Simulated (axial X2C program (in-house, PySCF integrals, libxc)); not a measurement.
**BiN⁻: from the spin-free to the two-component result**

All values were computed with an axial X2C code built on PySCF integrals. Spin-free means the one-electron spin-free X2C Hamiltonian; two-component (2c) means X2C with spin–orbit coupling and atomic mean-field two-electron Coulomb and Gaunt terms, so the difference of the two also holds small scalar two-electron terms. Basis: Bi dyall-acv3z [13s15p11d7f1g], N dyall-av3z [7s7p3d2f] (cores contracted in-house); Gaussian nuclei, density fitting, unrestricted open shells. Masses: Bi 208.980 u, N 14.003 u.

Spin-free state: M_S = 1/2, Λ = 1 (beyond evenly filled blocks: π+α); fragments Bi- + N.

| level | Re (Å) | ωe (cm⁻¹) | De (eV) | μ (D) |
| --- | --- | --- | --- | --- |
| LDA | 1.964 | 711.2 | 4.385 | -3.90 |

Dipoles are positive if N is the positive end and refer to the centre of mass.

(1) Within this multiplet, which Ω should lie lowest by the rule for regular and inverted multiplets?

Two-component determinant lowest at the distance of the search:

Ω = 1/2 (⟨Sz⟩ = -0.48, ⟨Lz⟩ = 0.98 at LDA); fragments Bi- + N.

```
level  Re (Å)  ωe (cm⁻¹)  De (eV)  μ (D)
  LDA   1.987      661.4    3.885  -4.40
```

(2) From the two tables, how do the constants change at the LDA level (2c against spin-free)?

The state is a single determinant with fixed occupations, the lowest that a limited PBE0 search found. Dissociation energies refer to the lowest single-determinant-based atoms at the same level and basis. Density functionals use the spin component along the axis (collinear). Without a current term, density functionals place determinants with orbital angular momentum somewhat too high. The highest occupied level of some functionals is positive through self-interaction error; at Hartree–Fock it is bound.

Answers

(1) The open π shell holds one electron, so the multiplet is regular: Ω = Λ − 1/2 = 1/2. The PBE0 2c search agrees.

(2) At the LDA level Re rises by 0.023 Å and ωe decreases by 49.8 cm⁻¹; De changes by -0.500 eV.
